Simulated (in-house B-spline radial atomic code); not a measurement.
Orbital energies and mean radii along the 16-electron series, configuration 1s2 2s2 2p6 3s2 3p1/2(2) 3p3/2(2). The effective charge is n√(-2ε), a non-relativistic measure. Computed with an all-electron radial atomic-structure program (B-spline basis): Dirac-Hartree-Fock, jj configuration that fills j = l - 1/2 first, finite nuclei.

```
  ion   Z  energy of 1s1/2 (Eh)  mean radius of 1s1/2 (bohr)  energy of 2s1/2 (Eh)  mean radius of 2s1/2 (bohr)  energy of 3p1/2 (Eh)  mean radius of 3p1/2 (bohr)  effective charge of 1s1/2
    S  16               -92.326                     0.096725                -9.061                      0.47367              -0.41879                       2.0721                     13.589
  Cl+  17               -105.77                     0.090841               -11.149                      0.43929               -0.9166                       1.7119                     14.545
 Ar2+  18                     ?                            ?                     ?                            ?                     ?                            ?                          ?
  K3+  19               -135.78                     0.080952               -16.157                      0.38331               -2.2912                        1.299                     16.479
 Ca4+  20               -152.34                     0.076758               -19.065                      0.36023               -3.1592                       1.1646                     17.455
 Sc5+  21               -169.93                     0.072967               -22.238                      0.33969                -4.145                       1.0571                     18.436
 Ti6+  22               -188.56                     0.069525               -25.674                      0.32131               -5.2475                      0.96863                      19.42
  V7+  23               -208.23                     0.066383               -29.374                      0.30476               -6.4662                      0.89443                     20.407
 Cr8+  24               -228.94                     0.063506               -33.337                      0.28978               -7.8005                      0.83114                     21.398
 Mn9+  25               -250.69                      0.06086               -37.563                      0.27615               -9.2504                      0.77643                     22.392
Fe10+  26               -273.49                     0.058419               -42.054                      0.26371               -10.816                      0.72862                     23.388
Co11+  27                     ?                            ?                     ?                            ?                     ?                            ?                          ?
Ni12+  28               -322.24                     0.054062                -51.83                      0.24181               -14.294                      0.64892                     25.387
Cu13+  29                -348.2                     0.052109               -57.118                      0.23212               -16.207                      0.61531                      26.39
Zn14+  30               -375.23                     0.050286               -62.673                      0.22314               -18.236                      0.58502                     27.395
Ga15+  31                     ?                            ?                     ?                            ?                     ?                            ?                          ?
Ge16+  32               -432.49                     0.046982               -74.592                      0.20703               -22.643                      0.53254                     29.411
As17+  33               -462.74                      0.04548               -80.959                      0.19978               -25.023                      0.50965                     30.422
Se18+  34               -494.07                     0.044065               -87.598                      0.19299                -27.52                      0.48862                     31.435
Br19+  35               -526.49                     0.042731               -94.513                      0.18663               -30.136                      0.46922                      32.45
Kr20+  36                  -560                      0.04147                -101.7                      0.18064                -32.87                      0.45128                     33.466
```

**Question.** Fill in the row of Ar2+.

**Answer.** energy of 1s1/2 (Eh): -120.26; mean radius of 1s1/2 (bohr): 0.085618; energy of 2s1/2 (Eh): -13.517; mean radius of 2s1/2 (bohr): 0.40945; energy of 3p1/2 (Eh): -1.5427; mean radius of 3p1/2 (bohr): 1.4732; effective charge of 1s1/2: 15.509.

**Question.** Fill in the row of Co11+.

**Answer.** energy of 1s1/2 (Eh): -297.34; mean radius of 1s1/2 (bohr): 0.056159; energy of 2s1/2 (Eh): -46.809; mean radius of 2s1/2 (bohr): 0.2523; energy of 3p1/2 (Eh): -12.497; mean radius of 3p1/2 (bohr): 0.68644; effective charge of 1s1/2: 24.386.

**Question.** Fill in the row of Ga15+.

**Answer.** energy of 1s1/2 (Eh): -403.33; mean radius of 1s1/2 (bohr): 0.048581; energy of 2s1/2 (Eh): -68.498; mean radius of 2s1/2 (bohr): 0.2148; energy of 3p1/2 (Eh): -20.381; mean radius of 3p1/2 (bohr): 0.55756; effective charge of 1s1/2: 28.402.

**Question.** How does the screening of 1s1/2 change?

**Answer.** Z less the effective charge goes from 2.41 at Z = 16 to 2.53 at Z = 36.
